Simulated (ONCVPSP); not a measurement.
**Building the ONCV potential for N (Z = 7) (PBE, scalar-relativistic).**

Input for ONCVPSP 4.0.1:

```
# ATOM AND REFERENCE CONFIGURATION
# atsym  z   nc   nv     iexc    psfile
  N 7.00    1    2        4      upf
#
#   n    l    f
    1    0    2.00
    2    0    2.00
    2    1    3.00
#
# PSEUDOPOTENTIAL AND OPTIMIZATION
# lmax
    1
#
#   l,   rc,      ep,       ncon, nbas, qcut
    0    0.85    0.00    5   10    6.50
    1    2.00    0.00    5    8    8.70
#
# LOCAL POTENTIAL
# lloc, lpopt,  rc(5),   dvloc0
    4    5    0.85    0.00
#
# VANDERBILT-KLEINMAN-BYLANDER PROJECTORs
# l, nproj, debl
    0    2    1.90
    1    2    4.00
#
# MODEL CORE CHARGE
# icmod, fcfact, rcfact
    3    5.50    1.25
#
# LOG DERIVATIVE ANALYSIS
# epsh1, epsh2, depsh
   -2.00    5.00    0.02
#
# OUTPUT GRID
# rlmax, drl
    6.00    0.01
#
# TEST CONFIGURATIONS
# ncnf
    4
# nvcnf
#   n    l    f
    2
    2    0    2.00
    2    1    2.00
#
    2
    2    0    2.00
    2    1    1.00
#
    2
    2    0    2.00
    2    1    0.00
#
    2
    2    0    2.00
    2    1    2.50
#
```

Command:

```bash
oncvpsp.x < N.dat > N.out
```

The program printed (shortened: citation, most of the input echo, consistency checks and plot data are left out):

```
ONCVPSP  (Optimized Norm-Conservinng Vanderbilt PSeudopotential)
scalar-relativistic version 4.0.1

#   n    l    f        energy (Ha)
    1    0    2.00    -1.4138222E+01
    2    0    2.00    -6.8290674E-01
    2    1    3.00    -2.6054783E-01

Reference configufation results
  iterations    23
  all-electron total energy (Ha)   -5.44530351D+01

Begin loop to  construct optimized pseudo wave functions
and semi-local pseudopoentials for all angular momenta

   Wellstate for l =  0  n =  3
     eigenvalue =   1.2171
     asymptotic potential =   1.7171
     half-point radius =  2.4064

Calculating optimized projector #   1

 for l=   0

    Fraction of norm inside rc  0.215433
    Optimizing pswf for qcut=   6.48 a_B^-1,  ecut=  21.00 Ha
    Residual kinetic energy error=  6.09D-03 Ha

    Energy error per electron        Cutoff
         Ha          eV             Ha
         0.01000     0.27211       18.61
         0.00100     0.02721       53.47
         0.00010     0.00272      290.85
         0.00001     0.00027      387.25

Calculating optimized projector #   2

 for l=   0

    Fraction of norm inside rc  0.089861
    Optimizing pswf for qcut=   6.48 a_B^-1,  ecut=  21.00 Ha
    Residual kinetic energy error=  5.71D-03 Ha

    Energy error per electron        Cutoff
         Ha          eV             Ha
         0.01000     0.27211       17.73
         0.00100     0.02721      108.19
         0.00010     0.00272      469.46
         0.00001     0.00027      535.05

   Wellstate for l =  1  n =  5
     eigenvalue =   3.7395
     asymptotic potential =   4.2395
     half-point radius =  3.5750

Calculating optimized projector #   1

 for l=   1

    Fraction of norm inside rc  0.783955
    Optimizing pswf for qcut=   8.70 a_B^-1,  ecut=  37.86 Ha
    Residual kinetic energy error=  6.66D-09 Ha

    Energy error per electron        Cutoff
         Ha          eV             Ha
         0.01000     0.27211       15.92
         0.00100     0.02721       21.41
         0.00010     0.00272       25.92
         0.00001     0.00027       29.67

Calculating optimized projector #   2

 for l=   1

    Fraction of norm inside rc  0.179092
    Optimizing pswf for qcut=   8.70 a_B^-1,  ecut=  37.86 Ha
    Residual kinetic energy error=  3.60D-06 Ha

    Energy error per electron        Cutoff
         Ha          eV             Ha
         0.01000     0.27211       21.31
         0.00100     0.02721       27.51
         0.00010     0.00272       32.32
         0.00001     0.00027       36.04

Construct Vanderbilt / Kleinmman-Bylander projectors

B matrix Hermiticity error, ll=   0
   1   2    9.4263E-05

  Orthonormal projector coefficients  7.9040E+01  6.1869E+00

B matrix Hermiticity error, ll=   1
   1   2    4.0380E-05

  Orthonormal projector coefficients -1.7273E+00 -8.4927E-01

Model core correction analysis
  based on d2Exc/dn_idn_j

d2excae - all-electron derivatives

   -5.195951D-02   -4.408260D-02
   -4.408555D-02   -4.150166D-02

d2excps - pseudofunction derivatives with no core correction

   -5.076740D-02   -4.611221D-02
   -4.611383D-02   -4.335091D-02

rms 2nd derivative error    1.807905E-03

rmatch, rhocmatch    0.4663    5.0844

Teter function model core charge with specified parameters

d2excps - pseudofunction derivatives with core correction

   -5.062187D-02   -4.620062D-02
   -4.620237D-02   -4.355520D-02

rms 2nd derivative error    1.934762E-03

Pseudoatom total energy   -9.603176

Diagnostic tests using Vanderbilt-Kleinman-Bylander pseudopotentials
  1 or more projectors used as specified by nproj input data

   l    rcore       rmatch      e in        delta e   norm test  slope test

   0   0.8532584   0.8791652  -0.6829067  -0.0000074   1.0000372   1.0000108
   0   0.8532584   0.8791652   1.2170933   0.0000308   1.0001880   1.0001880

   1   2.0072055   2.0681486  -0.2605478  -0.0000007   1.0000070   1.0000122
   1   2.0072055   2.0681486   3.7394522   0.0000015   1.0000248   1.0000248

 Testing for bound ghosts
   n   l    E NL Schr. Eq   E Basis Diag.   E Cutoff

   1   0       -0.682914       -0.579792    611.40

   2   1       -0.260549       -0.259663     75.07

 Testing for highly-localized positive-energy ghosts
       l    <radius>/rc     E Basis Diag.   E Cutoff

Test configuration 0

   n   l     f        eae           eps        diff
   1   0  2.0000  -14.13822183
   2   0  2.0000   -0.68290674   -0.68291411   -7.37D-06
   2   1  3.0000   -0.26054783   -0.26054857   -7.42D-07

    Total energies and differences
      AE_ref= -5.44530351D+01  AE_tst= -5.44530351D+01  dif=  0.00D+00
      PS_ref= -9.60317595D+00  PS_tst= -9.60317595D+00  dif=  1.24D-14
      PSP excitation error= -1.24D-14

Test configuration 1

   n   l     f        eae           eps        diff
   1   0  2.0000  -14.76144207
   2   0  2.0000   -1.19296401   -1.19225996    7.04D-04
   2   1  2.0000   -0.76027961   -0.75699175    3.29D-03

    Total energies and differences
      AE_ref= -5.44530351D+01  AE_tst= -5.39535657D+01  dif=  4.99D-01
      PS_ref= -9.60317595D+00  PS_tst= -9.10483458D+00  dif=  4.98D-01
      PSP excitation error=  1.13D-03

Test configuration 2

   n   l     f        eae           eps        diff
   1   0  2.0000  -15.57681778
   2   0  2.0000   -1.80659260   -1.80020798    6.38D-03
   2   1  1.0000   -1.37852229   -1.36238136    1.61D-02

    Total energies and differences
      AE_ref= -5.44530351D+01  AE_tst= -5.28932188D+01  dif=  1.56D+00
      PS_ref= -9.60317595D+00  PS_tst= -8.05304636D+00  dif=  1.55D+00
      PSP excitation error=  9.69D-03

Test configuration 3

   n   l     f        eae           eps        diff
   1   0  2.0000  -16.56788995
   2   0  2.0000   -2.50354763   -2.48025241    2.33D-02

    Total energies and differences
      AE_ref= -5.44530351D+01  AE_tst= -5.11629894D+01  dif=  3.29D+00
      PS_ref= -9.60317595D+00  PS_tst= -6.35274379D+00  dif=  3.25D+00
      PSP excitation error=  3.96D-02

Test configuration 4

   n   l     f        eae           eps        diff
   1   0  2.0000  -14.42426517
   2   0  2.0000   -0.92317286   -0.92316361    9.25D-06
   2   1  2.5000   -0.49404580   -0.49314803    8.98D-04

    Total energies and differences
      AE_ref= -5.44530351D+01  AE_tst= -5.42658563D+01  dif=  1.87D-01
      PS_ref= -9.60317595D+00  PS_tst= -9.41616756D+00  dif=  1.87D-01
      PSP excitation error=  1.70D-04
```

The run took about 2.5 s on one core of a shared server CPU.
